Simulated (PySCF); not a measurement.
C₅H₁₅AlO, singlet, GFN2-xTB optimised geometry.

```
22

Al    -0.26    -1.29     0.00
C      1.76    -1.29     0.00
H      2.24    -0.46    -0.53
H      2.11    -2.19    -0.50
H      2.21    -1.32     1.00
C     -1.16    -1.79    -1.72
H     -0.77    -1.31    -2.62
H     -2.25    -1.67    -1.75
H     -0.99    -2.86    -1.88
C     -1.20    -1.77     1.71
H     -0.76    -1.35     2.63
H     -1.19    -2.85     1.86
H     -2.26    -1.48     1.72
C     -1.43     1.45    -0.82
O     -0.59     0.67     0.00
C      0.02     1.40     1.04
H     -0.85     2.24    -1.32
H     -1.84     0.78    -1.57
H     -2.24     1.90    -0.24
H     -0.74     1.84     1.70
H      0.66     2.19     0.63
H      0.62     0.69     1.59
```

Density from PBE0/def2-SVP (PySCF) at that geometry.

Minimum of the electron density along straight lines between bonded atoms, close to the bond critical point (lines longer than 1.1 times the sum of covalent radii, or with two minima, are not listed):

```json
[
 {"bond": "Al1–C2", "length / Å": "2.015", "ρ at the minimum / e bohr⁻³": "0.075", "∇²ρ there / e bohr⁻⁵": "0.30", "position (fraction from the first atom)": "0.39"},
 {"bond": "C2–H3", "length / Å": "1.096", "ρ at the minimum / e bohr⁻³": "0.262", "∇²ρ there / e bohr⁻⁵": "-0.88", "position (fraction from the first atom)": "0.61"},
 {"bond": "C2–H4", "length / Å": "1.095", "ρ at the minimum / e bohr⁻³": "0.263", "∇²ρ there / e bohr⁻⁵": "-0.89", "position (fraction from the first atom)": "0.62"},
 {"bond": "C2–H5", "length / Å": "1.096", "ρ at the minimum / e bohr⁻³": "0.263", "∇²ρ there / e bohr⁻⁵": "-0.88", "position (fraction from the first atom)": "0.62"},
 {"bond": "Al1–C6", "length / Å": "2.010", "ρ at the minimum / e bohr⁻³": "0.075", "∇²ρ there / e bohr⁻⁵": "0.30", "position (fraction from the first atom)": "0.40"},
 {"bond": "C6–H7", "length / Å": "1.096", "ρ at the minimum / e bohr⁻³": "0.262", "∇²ρ there / e bohr⁻⁵": "-0.88", "position (fraction from the first atom)": "0.61"},
 {"bond": "C6–H8", "length / Å": "1.096", "ρ at the minimum / e bohr⁻³": "0.262", "∇²ρ there / e bohr⁻⁵": "-0.88", "position (fraction from the first atom)": "0.61"},
 {"bond": "C6–H9", "length / Å": "1.096", "ρ at the minimum / e bohr⁻³": "0.262", "∇²ρ there / e bohr⁻⁵": "-0.88", "position (fraction from the first atom)": "0.62"},
 {"bond": "Al1–C10", "length / Å": "2.014", "ρ at the minimum / e bohr⁻³": "0.075", "∇²ρ there / e bohr⁻⁵": "0.30", "position (fraction from the first atom)": "0.39"},
 {"bond": "C10–H11", "length / Å": "1.096", "ρ at the minimum / e bohr⁻³": "0.262", "∇²ρ there / e bohr⁻⁵": "-0.88", "position (fraction from the first atom)": "0.61"},
 {"bond": "C10–H12", "length / Å": "1.094", "ρ at the minimum / e bohr⁻³": "0.264", "∇²ρ there / e bohr⁻⁵": "-0.89", "position (fraction from the first atom)": "0.62"},
 {"bond": "C10–H13", "length / Å": "1.096", "ρ at the minimum / e bohr⁻³": "0.262", "∇²ρ there / e bohr⁻⁵": "-0.88", "position (fraction from the first atom)": "0.61"},
 {"bond": "Al1–O15", "length / Å": "1.990", "ρ at the minimum / e bohr⁻³": "___", "∇²ρ there / e bohr⁻⁵": "0.31", "position (fraction from the first atom)": "0.42"},
 {"bond": "C14–O15", "length / Å": "1.407", "ρ at the minimum / e bohr⁻³": "0.249", "∇²ρ there / e bohr⁻⁵": "___", "position (fraction from the first atom)": "0.33"},
 {"bond": "O15–C16", "length / Å": "1.407", "ρ at the minimum / e bohr⁻³": "0.251", "∇²ρ there / e bohr⁻⁵": "___", "position (fraction from the first atom)": "0.67"},
 {"bond": "C14–H17", "length / Å": "1.095", "ρ at the minimum / e bohr⁻³": "0.280", "∇²ρ there / e bohr⁻⁵": "-1.07", "position (fraction from the first atom)": "0.64"},
 {"bond": "C14–H18", "length / Å": "1.086", "ρ at the minimum / e bohr⁻³": "0.287", "∇²ρ there / e bohr⁻⁵": "-1.15", "position (fraction from the first atom)": "0.65"},
 {"bond": "C14–H19", "length / Å": "1.095", "ρ at the minimum / e bohr⁻³": "0.281", "∇²ρ there / e bohr⁻⁵": "-1.07", "position (fraction from the first atom)": "0.64"},
 {"bond": "C16–H20", "length / Å": "1.094", "ρ at the minimum / e bohr⁻³": "0.281", "∇²ρ there / e bohr⁻⁵": "-1.07", "position (fraction from the first atom)": "0.64"},
 {"bond": "C16–H21", "length / Å": "1.094", "ρ at the minimum / e bohr⁻³": "0.281", "∇²ρ there / e bohr⁻⁵": "-1.07", "position (fraction from the first atom)": "0.64"},
 {"bond": "C16–H22", "length / Å": "1.088", "ρ at the minimum / e bohr⁻³": "0.286", "∇²ρ there / e bohr⁻⁵": "-1.14", "position (fraction from the first atom)": "0.65"}
]
```

What belongs in the gaps?


- Al1–O15, ρ at the minimum / e bohr⁻³: 0.043
- C14–O15, ∇²ρ there / e bohr⁻⁵: -0.16
- O15–C16, ∇²ρ there / e bohr⁻⁵: -0.20
